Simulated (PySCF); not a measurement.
# S (sulfur, neutral) across methods

[Ne] 3s2 3p3 3d1, high-spin 5D determinant (an excited configuration). Computed with PySCF 2.14 in dyall-av3z (19s12p3d2f, 84 functions), with the spin-free X2C one-electron Hamiltonian (Gaussian nucleus).

```tsv
method	E (hartree)	mean ε 3s β (eV)	mean ε 3p α (eV)	mean ε 3d α (eV)	Σ⟨r²⟩ (bohr²)	⟨S²⟩
r2SCAN	-398.8480	-17.602	-10.980	1.537	35.47	6.001
r2SCAN0	-398.8441	-18.858	-12.367	0.915	35.36	6.000
PBE	-398.7116	-17.602	-10.417	1.550	35.69	6.000
B3LYP	-398.8928	-18.995	-11.506	1.147	35.69	6.001
wB97X-V	-398.7985	-21.665	-14.312	-0.660	35.38	6.000
UHF	-398.27669	-21.253	-16.057	-0.705	35.50	6.001
LDA	-397.4810	-17.880	-10.447	1.631	35.82	6.000
PBE0	-398.7395	-18.908	-11.991	0.909	35.49	6.000
```

(1) Estimate the same row for B97-3.

The outer electron is Rydberg-like, and this basis confines it to a smaller radius and binds it less than a complete one would.

The highest occupied level is positive at r2SCAN, r2SCAN0, PBE, B3LYP, LDA, PBE0, B97-3: only the finite basis holds that electron, which in a density functional comes from self-interaction.

Answers

(1) E (hartree) = -398.8191; mean ε 3s β (eV) = -19.142; mean ε 3p α (eV) = -11.914; mean ε 3d α (eV) = 0.967; Σ⟨r²⟩ (bohr²) = 35.64; ⟨S²⟩ = 6.001.
